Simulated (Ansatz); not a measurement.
Stepwise reaction of `[O]=[Nb]([OH])([OH])[OH]` with hydrogen fluoride, as a gas-phase model of exchange steps in deposition or etching. ΔE in kJ/mol; ΔG adds harmonic PBE0-D4 terms to CCSD(T)/CBS, at 1 bar.

Calculated with Ansatz (gas phase, PBE0-D4/def2-TZVP geometries, no zero-point term in ΔE). CCSD(T)/CBS is the MP2 limit (def2-TZVPP, def2-QZVPP) plus CCSD(T) − MP2 in def2-TZVPP, frozen cores. This one scheme is used for every species. Functionals use def2-TZVPP. B3LYP here is the variant with VWN-RPA as its local correlation; programs differ in this. Elements past krypton have def2 core potentials. For Nb outer-core shells are correlated without core-valence functions, which leaves a few kJ/mol of doubt a bond. Each species was taken in one conformer, which may not be the lowest.

```
step                                                            reaction  PBE-D4  B3LYP-D4  ωB97M-V  CCSD(T)/CBS  ΔG(600 K)
   1  `[O]=[Nb]([OH])([OH])[OH]` + H–F → `[O]=[Nb]([OH])([OH])[F]` + H₂O   -41.9     -40.6    -41.4        -35.5      -40.4
   3      `[O]=[Nb]([OH])([F])[F]` + H–F → `[O]=[Nb]([F])([F])[F]` + H₂O   -28.5     -26.7    -28.2        -22.6      -19.3
```

Problem. Give the row of step 2, `[O]=[Nb]([OH])([OH])[F]` + H–F → `[O]=[Nb]([OH])([F])[F]` + H₂O. (An estimate is asked.)

Solution. Ansatz gave: 
| step | reaction | PBE-D4 | B3LYP-D4 | ωB97M-V | CCSD(T)/CBS | ΔG(600 K) |
| --- | --- | --- | --- | --- | --- | --- |
| 2 | `[O]=[Nb]([OH])([OH])[F]` + H–F → `[O]=[Nb]([OH])([F])[F]` + H₂O | -35.7 | -34.1 | -35.2 | -29.5 | -30.4 |

Problem. By hand: ΔE of the 3 steps together at CCSD(T)/CBS.

Solution. (-35.5) + (-29.5) + (-22.6) = -87.6 kJ/mol, or -29.2 kJ/mol a step.

In ΔE each step is higher than the one before. All are downhill at CCSD(T)/CBS. ΔG lies between -40.4 and -19.3 kJ/mol a step. PBE-D4 differs from CCSD(T)/CBS by -6.4 to -5.9 kJ/mol a step. Isolated molecules leave out the surface, adducts and barriers. Largest T1 diagnostic: 0.022.
